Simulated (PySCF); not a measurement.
Isomers of CH6Si2. Gas-phase values, no solvent. Strings in code marks are SMILES.

The HOMO from two functionals at the same geometries (B3LYP-D3(BJ)/def2-TZVP), both in PySCF: PBE-D3(BJ)/def2-TZVP and ωB97X-D3(BJ)/def2-TZVP. 

| species | PBE-D3(BJ)/def2-TZVP (eV) | ωB97X-D3(BJ)/def2-TZVP (eV) |
|---|---|---|
| `C1[SiH2][SiH2]1` | -5.72 | -8.98 |
| `C=[SiH][SiH3]` | -5.67 | -8.82 |
| `[SiH2]=[SiH]C` | -5.00 | -7.81 |
| `[SiH2]=C[SiH3]` | -5.91 | -9.07 |

Over these rows, drawn at random from the members with no instability flagged (it was tested for open shells, ions and some series alone), PBE minus ωB97X-D3(BJ): mean +3.09 eV, from +2.80 eV to +3.25 eV.
